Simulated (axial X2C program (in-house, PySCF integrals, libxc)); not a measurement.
Potential curves of TiP⁺, 2c

Computed with an axial X2C code built on PySCF integrals. Two-component (2c) means X2C with spin–orbit coupling and atomic mean-field two-electron Coulomb and Gaunt terms. Basis: Ti dyall-cv3z [10s10p6d4f2g], P dyall-v3z [8s7p2d1f] (cores contracted in-house); Gaussian nuclei, density fitting, unrestricted open shells. Masses: Ti 47.948 u, P 30.974 u.

State: Ω = 0 (closed shell). Energies in cm⁻¹ from the lowest point of each curve. Fits are polynomials in 1 − R0/R over 0.85 to 1.23 times the lowest point R0.

```csv
R (Å),TPSS,PBE0
1.7661,12037,10132
1.8473,5510,4251
1.9082,2500,1688
1.9691,750,357
2.0300,0,0
2.1010,103,536
2.1721,1003,1846
2.2634,2984,4329
2.3751,6210,8141
2.5375,11654,14047
```

Occupations by symmetry block were frozen at the best pattern of an incomplete PBE0 search. The closed shell is kept restricted, so the energy runs too high when the bond is stretched far.

**Question.** What are Re and ωe at the TPSS level?

**Answer.** At TPSS, 2c: Re = 2.057 Å, ωe ≈ 582 cm⁻¹; Be follows as 0.212 cm⁻¹.

**Question.** What are Re and ωe at the PBE0 level?

**Answer.** At PBE0, 2c: Re = 2.026 Å, ωe ≈ 612 cm⁻¹; Be follows as 0.218 cm⁻¹.
